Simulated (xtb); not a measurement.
C₅H₅FO, SMILES O=C[C@]1(F)C=CC1. All values are semi-empirical tight-binding results from xtb (GFN2-xTB unless named), good for trends rather than for accurate numbers. Coordinates come from a GFN2-xTB optimisation. The structure was generated by enumeration; whether it is a known compound was not checked. The values are those of a single conformer.

Optimised geometry:

Bonds (Å): O1–C2 1.197, C2–C3 1.504, C2–H8 1.106, C3–F4 1.378, C3–C5 1.518, C3–C7 1.558, C5–C6 1.329, C5–H9 1.072, C6–C7 1.504, C6–H10 1.073, C7–H11 1.088, C7–H12 1.088. Angles (°): O1–C2–C3 124.7, O1–C2–H8 122.6, C3–C2–H8 112.7, C2–C3–F4 109.1, C2–C3–C5 114.1, C2–C3–C7 116.1, F4–C3–C5 115.7, F4–C3–C7 114.9, C5–C3–C7 85.6, C3–C5–C6 93.7, C3–C5–H9 130.1, C6–C5–H9 136.2, C5–C6–C7 94.9, C5–C6–H10 134.1, C7–C6–H10 131.0, C3–C7–C6 85.6, C3–C7–H11 114.8, C3–C7–H12 112.3, C6–C7–H11 116.5, C6–C7–H12 115.2, H11–C7–H12 110.5.

```yaml
orbital_gap: 3.44 eV
dipole_moment: 1.61 D
zero_point_energy: 53.4 kcal/mol
G − E(el) at 298.15 K (modified RRHO): 34.1 kcal/mol
static polarisability (D4 model): 59.4 bohr³
solvation energy, GFN2-xTB/ALPB(water): -2.4 kcal/mol
solvation energy, GFN2-xTB/ALPB(dmso): -6.3 kcal/mol
```

Computed IR lines (harmonic; lines under 4 % of the strongest left out, lines within 3 cm⁻¹ merged):
ν (cm⁻¹): 92 (w), 580 (w), 786 (m), 927 (w), 1001 (w), 1046 (w), 1154 (m), 1184 (w), 1200 (w), 1240 (w), 1351 (w), 1790 (vs), 2791 (m), 3010 (w), 3018 (w), 3160 (w) (against the strongest line: vs over 80 %, s over 45 %, m over 15 %, w over 4 %, vw less)

Computed atomic charges and the Wiberg bond orders between heavy atoms:
charges (e) O1 -0.30, C2 0.21, C3 0.16, F4 -0.25, C5 -0.04, C6 -0.02, C7 -0.06, H8 0.05, H9 0.06, H10 0.06, H11 0.07, H12 0.07. Bond orders O1–C2 1.93, C2–C3 0.98, C3–F4 0.92, C3–C5 0.95, C5–C6 1.92, C3–C7 0.94, C6–C7 1.02.
